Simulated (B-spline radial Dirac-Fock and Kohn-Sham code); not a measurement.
## Subshell cross sections of Zn²⁺, photon energy Cu Kα (8047.8 eV)

System: Zn²⁺ in the configuration [Ar] 3d10.

The computed values come from a B-spline atomic structure program: independent-particle photoionisation in a Dirac-Hartree-Slater potential with a Latter tail, all multipoles, thresholds from Dirac-Fock ΔSCF. The asymmetry parameter β is from the dipole term alone. Kinetic energies are from the vacuum level.

The last column is dσ/dΩ = σ/(4π) · [1 − (β/2) P₂(cos θ)] at θ = 0° from the beam of unpolarised light.

```csv
subshell,electrons,binding (eV),kinetic (eV),σ (kb),β,dσ/dΩ (kb/sr)
L1 (2s),2,1228.9,6818.9,2.76,2.00,≈ 0
L2 (2p1/2),2,1074.5,6973.3,0.904,1.00,0.0361
L3 (2p3/2),4,1051.2,6996.6,1.66,1.00,0.0661
M1 (3s),2,172.2,7875.6,0.403,2.00,≈ 0
M2 (3p1/2),2,122.7,7925.1,0.117,0.94,0.00493
M3 (3p3/2),4,119.7,7928.1,0.213,0.93,0.00903
M4 (3d3/2),4,37.35,8010.4,0.00641,0.41,0.000405
M5 (3d5/2),6,37.02,8010.8,0.00913,0.41,0.000576
```

Branching ratios of the spin-orbit partners (statistical value in brackets): 2p 1.83 (2.00), 3p 1.83 (2.00), 3d 1.42 (1.50).
